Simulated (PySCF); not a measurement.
Radial density of Mn³⁺ (manganese, charge +3)

TPSS, [Ar] 3d4, high-spin 5D determinant. All numbers are calculated (PySCF 2.14, no relativity, point nucleus, in cc-pVDZ (6s5p3d1f, 43 functions)).

| r (bohr) | 4πr²ρ (e/bohr) | 4πr²(ρα − ρβ) |
| --- | --- | --- |
| 0.00108 | 0.1474 | 0.0000 |
| 0.00182 | 0.4018 | 0.0000 |
| 0.00306 | 1.069 | 0.0000 |
| 0.00515 | 2.723 | 0.0001 |
| 0.00867 | 6.466 | 0.0001 |
| 0.0146 | 13.63 | 0.0003 |
| 0.0245 | 23.60 | 0.0005 |
| 0.0413 | 29.84 | 0.0010 |
| 0.0694 | 25.55 | 0.0047 |
| 0.117 | 24.61 | 0.0387 |
| 0.196 | 33.09 | 0.2736 |
| 0.330 | 18.85 | 1.3234 |
| 0.555 | 12.44 | 3.3422 |
| 0.934 | 12.40 | 3.4243 |
| 1.57 | 2.573 | 1.1803 |
| 2.64 | 0.1148 | 0.1010 |
| 4.45 | 0.0006569 | 0.0006 |
